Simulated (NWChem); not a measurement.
System: TaOCl$_{2}$, doublet; SMILES [Cl][Ta](=[O])[Cl]

The following NWChem deck was run.

```
start job
memory heap 200 mb stack 900 mb global 1100 mb
geometry units angstroms noautoz
  Ta    -0.109530    -0.001059     0.000000
  O     -1.814541    -0.004172     0.000000
  Cl     0.818275     2.112129     0.000000
  Cl     0.826129    -2.110830     0.000000
end
basis spherical
  Ta library def2-svp
  O library def2-svp
  Cl library def2-svp
end
ecp
  Ta library def2-ecp
end
dft
  odft
  mult 2
  xc m05-2x
  iterations 150
  convergence damp 70 ncydp 30 lshift 0.3 ncysh 40
  mulliken
end
task dft energy
```

Output (shortened):

```
             Northwest Computational Chemistry Package (NWChem) 7.3.0
             --------------------------------------------------------

 C2V symmetry detected

                             Geometry "geometry" -> ""
                             -------------------------

 Output coordinates in angstroms (scale by  1.889725989 to convert to a.u.)

  No.       Tag          Charge          X              Y              Z
 ---- ---------------- ---------- -------------- -------------- --------------
    1 Ta                  73.0000     0.00000000     0.00000000    -0.15685940
    2 O                    8.0000     0.00000000     0.00000000    -1.86187324
    3 Cl                  17.0000     2.11148315     0.00000000     0.77487417
    4 Cl                  17.0000    -2.11148315     0.00000000     0.77487417

 Effective nuclear repulsion energy (a.u.)     829.1697857918

      Symmetry information
      --------------------

 Group name             C2v
 Group number             16
 Group order               4
 No. of unique centers     3

                                 NWChem DFT Module
                                 -----------------

 Summary of "ao basis" -> "ao basis" (spherical)
 ------------------------------------------------------------------------------
       Tag                 Description            Shells   Functions and Types
 ---------------- ------------------------------  ------  ---------------------
 Ta                         def2-svp                12       32   6s3p2d1f
 O                          def2-svp                 6       14   3s2p1d
 Cl                         def2-svp                 8       18   4s3p1d

      Symmetry analysis of basis
      --------------------------

        a1         35
        a2          9
        b1         23
        b2         15

            General Information
            -------------------
          SCF calculation type: DFT
          Wavefunction type:  spin polarized.
          No. of atoms     :     4
          No. of electrons :    55
           Alpha electrons :    28
            Beta electrons :    27
          Charge           :     0
          Spin multiplicity:     2
          Use of symmetry is: on ; symmetry adaption is: on
          Maximum number of iterations: 150
          AO basis - number of functions:    82
                     number of shells:    34
          Convergence on energy requested:  1.00D-06
          Convergence on density requested:  1.00D-05
          Convergence on gradient requested:  5.00D-04

              XC Information
              --------------
                       M05-2X Method XC Functional
                     Hartree-Fock (Exact) Exchange  0.560
                M05-2X metaGGA Exchange Functional  0.440
                      M05-2X Correlation Potential  1.000

             Grid Information
             ----------------
          Grid used for XC integration:  medium
          Radial quadrature: Mura-Knowles
          Angular quadrature: Lebedev.
          Tag              B.-S. Rad. Rad. Pts. Rad. Cut. Ang. Pts.
          ---              ---------- --------- --------- ---------
          Ta                  1.45      123           8.0       590
          O                   0.60       49           9.0       434
          Cl                  1.00       88          10.0       590
          Grid pruning is: on
          Number of quadrature shells:   260
          Spatial weights used:  Erf1

      Superposition of Atomic Density Guess
      -------------------------------------

 Sum of atomic energies:       -1055.25684715

      Non-variational initial energy
      ------------------------------

 Total energy =   -1049.606200
 1-e energy   =   -1890.345115
 2-e energy   =     628.291314
 HOMO         =      -0.115266
 LUMO         =       0.006579

   Symmetry analysis of molecular orbitals - initial alpha
   -------------------------------------------------------

  Numbering of irreducible representations:

     1 a1          2 a2          3 b1          4 b2

  Orbital symmetries:

     1 a1          2 b1          3 a1          4 a1          5 b1
     6 a1          7 b1          8 a1          9 a2         10 b1
    11 b2         12 a1         13 a1         14 b1         15 b2
    16 a1         17 a1         18 b1         19 a1         20 b1
    21 b2         22 a1         23 a2         24 b1         25 b2
    26 b1         27 a1         28 a1         29 a2         30 b2
    31 a1         32 b2         33 b1         34 a1         35 b1
    36 a1         37 a1         38 b2

   Symmetry analysis of molecular orbitals - initial beta
   ------------------------------------------------------

  Numbering of irreducible representations:

     1 a1          2 a2          3 b1          4 b2

  Orbital symmetries:

     1 a1          2 b1          3 a1          4 a1          5 b1
     6 a1          7 b1          8 a1          9 a2         10 b1
    11 b2         12 a1         13 a1         14 b1         15 b2
    16 a1         17 a1         18 b1         19 a1         20 b1
    21 b2         22 a1         23 a2         24 b1         25 b2
    26 b1         27 a1         28 a1         29 a2         30 b2
    31 a1         32 b2         33 b1         34 a1         35 b1
    36 a1         37 a1         38 b2

     ---------------------------------------------
      Total Density - Mulliken Population Analysis
     ---------------------------------------------

    Atom       Charge   Shell Charges
 -----------   ------   -------------------------------------------------------
    1 Ta  13    10.84   0.04 -0.32  1.78  0.51  0.47  0.49  5.46  0.60  0.12  1.26  0.32  0.11
    2 O    8     9.13   1.99  1.17  0.72  3.25  1.99  0.01
    3 Cl  17    17.52   2.00  1.99  1.23  0.72  5.94  2.20  3.42  0.01
    4 Cl  17    17.52   2.00  1.99  1.23  0.72  5.94  2.20  3.42  0.01

     --------------------------------------------
      Spin Density - Mulliken Population Analysis
     --------------------------------------------

    Atom       Charge   Shell Charges
 -----------   ------   -------------------------------------------------------
    1 Ta  13     0.98   0.00 -0.00  0.01 -0.02  0.15  0.44  0.00 -0.00 -0.00  0.30  0.09  0.00
    2 O    8     0.00   0.00  0.01 -0.01  0.00  0.00  0.00
    3 Cl  17     0.01   0.00  0.00  0.01 -0.01  0.00  0.01  0.00  0.00
    4 Cl  17     0.01   0.00  0.00  0.01 -0.01  0.00  0.01  0.00  0.00

   convergence    iter        energy       DeltaE   RMS-Dens  Diis-err
 ---------------- ----- ----------------- --------- --------- ---------
 d=70,ls=0.0,diis     1  -1051.9346234267 -1.26D+03  2.71D-02  7.40D-01     2.0
                                                     2.39D-02  6.58D-01
 d=70,ls=0.0,diis     2  -1051.8542373584  8.04D-02  7.91D-03  1.04D-01     3.2
                                                     5.92D-03  9.24D-02
 d=70,ls=0.0,diis     3  -1052.0170423539 -1.63D-01  5.84D-03  2.40D-02     4.3
                                                     4.12D-03  2.19D-02
 d=70,ls=0.0,diis     4  -1052.1166163028 -9.96D-02  5.43D-03  9.94D-03     5.4
                                                     3.12D-03  8.48D-03
 d=70,ls=0.0,diis     5  -1052.1846967325 -6.81D-02  4.39D-03  5.24D-03     6.5
                                                     2.35D-03  4.24D-03
  Resetting Diis
 d=70,ls=0.0,diis     6  -1052.2325778435 -4.79D-02  3.21D-03  2.72D-03     7.6
                                                     1.67D-03  2.12D-03
 d=70,ls=0.0,diis     7  -1052.2665018374 -3.39D-02  1.65D-03  1.35D-03     8.8
                                                     1.03D-03  1.03D-03
 d=70,ls=0.0,diis     8  -1052.2905360642 -2.40D-02  1.32D-03  1.07D-03     9.9
                                                     8.09D-04  7.80D-04
 d=70,ls=0.0,diis     9  -1052.3074405810 -1.69D-02  1.23D-03  6.19D-04    11.1
                                                     6.22D-04  4.03D-04
 d=70,ls=0.0,diis    10  -1052.3193172040 -1.19D-02  9.93D-04  3.19D-04    12.2
                                                     4.44D-04  1.84D-04
 d=70,ls=0.0,diis    11  -1052.3276668658 -8.35D-03  7.06D-04  1.50D-04    13.3
                                                     3.00D-04  8.13D-05
 d=70,ls=0.0,diis    12  -1052.3335398161 -5.87D-03  5.39D-04  8.01D-05    14.4
                                                     2.15D-04  4.04D-05
 d=70,ls=0.0,diis    13  -1052.3376637014 -4.12D-03  3.88D-04  4.04D-05    15.5
                                                     1.51D-04  1.96D-05
 d=70,ls=0.0,diis    14  -1052.3405598270 -2.90D-03  2.74D-04  2.00D-05    16.8
                                                     1.07D-04  9.52D-06
 d=70,ls=0.0,diis    15  -1052.3425927801 -2.03D-03  1.92D-04  9.82D-06    18.1
                                                     7.56D-05  4.64D-06
 d=70,ls=0.0,diis    16  -1052.3440190928 -1.43D-03  1.34D-04  4.82D-06    19.2
                                                     5.32D-05  2.27D-06
 d=70,ls=0.0,diis    17  -1052.3450192821 -1.00D-03  9.39D-05  2.37D-06    20.4
                                                     3.73D-05  1.12D-06
 d=70,ls=0.0,diis    18  -1052.3457203118 -7.01D-04  6.57D-05  1.16D-06    21.6
                                                     2.61D-05  5.46D-07
 d=70,ls=0.0,diis    19  -1052.3462114723 -4.91D-04  4.60D-05  5.68D-07    22.5
                                                     1.83D-05  2.68D-07
 d=70,ls=0.0,diis    20  -1052.3465555004 -3.44D-04  3.22D-05  2.78D-07    23.4
                                                     1.28D-05  1.31D-07
 d=70,ls=0.0,diis    21  -1052.3467964259 -2.41D-04  2.25D-05  1.36D-07    24.3
                                                     8.95D-06  6.43D-08
  Singularity in Pulay matrix. Error and Fock matrices removed.
  Singularity in Pulay matrix. Error and Fock matrices removed.
 d=70,ls=0.0,diis    22  -1052.3469651256 -1.69D-04  1.58D-05  6.68D-08    25.3
                                                     6.27D-06  3.15D-08
  Singularity in Pulay matrix. Error and Fock matrices removed.
  Singularity in Pulay matrix. Error and Fock matrices removed.
  Singularity in Pulay matrix. Error and Fock matrices removed.
  Singularity in Pulay matrix. Error and Fock matrices removed.
  Singularity in Pulay matrix. Error and Fock matrices removed.
  Singularity in Pulay matrix. Error and Fock matrices removed.
  Singularity in Pulay matrix. Error and Fock matrices removed.
 d=70,ls=0.0,diis    23  -1052.3470832407 -1.18D-04  1.10D-05  3.27D-08    26.2
                                                     4.39D-06  1.54D-08
 d=70,ls=0.0,diis    24  -1052.3471659338 -8.27D-05  7.73D-06  1.60D-08    27.0
                                                     3.07D-06  7.56D-09
  Singularity in Pulay matrix. Error and Fock matrices removed.
  Singularity in Pulay matrix. Error and Fock matrices removed.
 d=70,ls=0.0,diis    25  -1052.3472238250 -5.79D-05  5.41D-06  7.85D-09    27.9
                                                     2.15D-06  3.70D-09
  Singularity in Pulay matrix. Error and Fock matrices removed.
 d=70,ls=0.0,diis    26  -1052.3472643519 -4.05D-05  3.79D-06  3.85D-09    28.9
                                                     1.50D-06  1.81D-09
 d=70,ls=0.0,diis    27  -1052.3472927222 -2.84D-05  2.65D-06  1.89D-09    29.7
                                                     1.05D-06  8.90D-10
  Singularity in Pulay matrix. Error and Fock matrices removed.
 d=70,ls=0.0,diis    28  -1052.3473125821 -1.99D-05  1.86D-06  9.25D-10    30.5
                                                     7.38D-07  4.36D-10
  Singularity in Pulay matrix. Error and Fock matrices removed.
 d=70,ls=0.0,diis    29  -1052.3473264843 -1.39D-05  1.30D-06  4.53D-10    31.4
                                                     5.16D-07  2.14D-10
  Singularity in Pulay matrix. Error and Fock matrices removed.
  Singularity in Pulay matrix. Error and Fock matrices removed.
 d=70,ls=0.0,diis    30  -1052.3473362161 -9.73D-06  9.09D-07  2.22D-10    32.6
                                                     3.61D-07  1.05D-10
  Singularity in Pulay matrix. Error and Fock matrices removed.
 d= 0,ls=0.0,diis    31  -1052.3473430284 -6.81D-06  6.37D-07  1.09D-10
                                                     2.53D-07  5.13D-11
  Singularity in Pulay matrix. Error and Fock matrices removed.
 d= 0,ls=0.0,diis    32  -1052.3473589241 -1.59D-05  5.85D-10  4.45D-16
                                                     2.69D-10  3.59D-16
 d= 0,ls=0.0,diis    33  -1052.3473589241 -1.14D-12  4.11D-10  2.30D-15
                                                     1.97D-10  2.10D-15

         Total DFT energy =    -1052.347358924107
      One electron energy =    -1891.874070719777
           Coulomb energy =      698.765621256738
    Exchange-Corr. energy =      -71.686509387059
 Nuclear repulsion energy =      212.447599925992

 Numeric. integr. density =       55.000001036374

                  Occupations of the irreducible representations
                  ----------------------------------------------

                     irrep           alpha         beta
                     --------     --------     --------
                     a1               13.0         12.0
                     a2                2.0          2.0
                     b1                9.0          9.0
                     b2                4.0          4.0

                    DFT Final Alpha Molecular Orbital Analysis
                    ------------------------------------------

 Vector   26  Occ=1.000000D+00  E=-4.160089D-01  Symmetry=a1
              MO Center=  3.6D-14,  6.0D-15,  1.8D-01, r^2= 5.5D+00
   Bfn.  Coefficient  Atom+Function         Bfn.  Coefficient  Atom+Function
  ----- ------------  ---------------      ----- ------------  ---------------
    38      0.300015  2 O  pz                59     -0.300543  3 Cl pz
    77     -0.300543  4 Cl pz                56     -0.241779  3 Cl pz
    74     -0.241779  4 Cl pz                57      0.229667  3 Cl px
    75     -0.229667  4 Cl px                41      0.180366  2 O  pz
     9      0.176690  1 Ta pz                18      0.174544  1 Ta d  0

 Vector   27  Occ=1.000000D+00  E=-4.077236D-01  Symmetry=b1
              MO Center=  6.9D-14, -3.7D-16, -8.2D-02, r^2= 5.3D+00
   Bfn.  Coefficient  Atom+Function         Bfn.  Coefficient  Atom+Function
  ----- ------------  ---------------      ----- ------------  ---------------
    36      0.362306  2 O  px                59      0.299651  3 Cl pz
    77     -0.299651  4 Cl pz                39      0.261101  2 O  px
    57     -0.243939  3 Cl px                75     -0.243939  4 Cl px
    56      0.222633  3 Cl pz                74     -0.222633  4 Cl pz
    54     -0.166002  3 Cl px                72     -0.166002  4 Cl px

 Vector   28  Occ=1.000000D+00  E=-3.191349D-01  Symmetry=a1
              MO Center= -1.1D-14, -3.9D-14, -1.5D-01, r^2= 2.1D+00
   Bfn.  Coefficient  Atom+Function         Bfn.  Coefficient  Atom+Function
  ----- ------------  ---------------      ----- ------------  ---------------
    20     -0.685127  1 Ta d  2               5      0.631595  1 Ta s
     3     -0.358252  1 Ta s                 18     -0.226020  1 Ta d  0
     2      0.219768  1 Ta s                  4     -0.165022  1 Ta s
    25     -0.127836  1 Ta d  2               6      0.120269  1 Ta s
     1      0.096109  1 Ta s                 23     -0.082257  1 Ta d  0

[...]
```

Level: M05-2X/def2-SVP with def2 effective core potentials on Ta, spin-unrestricted. In the optimisation the excess spin sits in a' (Cs, its own frame). Structure relaxed at the PBE0/def2-SVP, spin-unrestricted level. The spin multiplicity was typed, not searched, and may not be the lowest. No stability test was run on the SCF state. def2 effective core potentials on Ta; no spin-orbit coupling.
